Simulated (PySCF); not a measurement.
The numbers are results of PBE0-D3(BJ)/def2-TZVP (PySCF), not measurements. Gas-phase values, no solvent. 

Reference species (SMILES): `C=[SiH2]` (neutral, multiplicity 1).

```
Quantity        Value
-------------  ------
dipole moment  0.75 D
```

Changed species: `C=[SiH]C` (whole molecule; the reference has whole molecule).

Q: Predict the effect on the dipole moment.

A: the dipole moment goes up by 0.96 D, to 1.71 D.
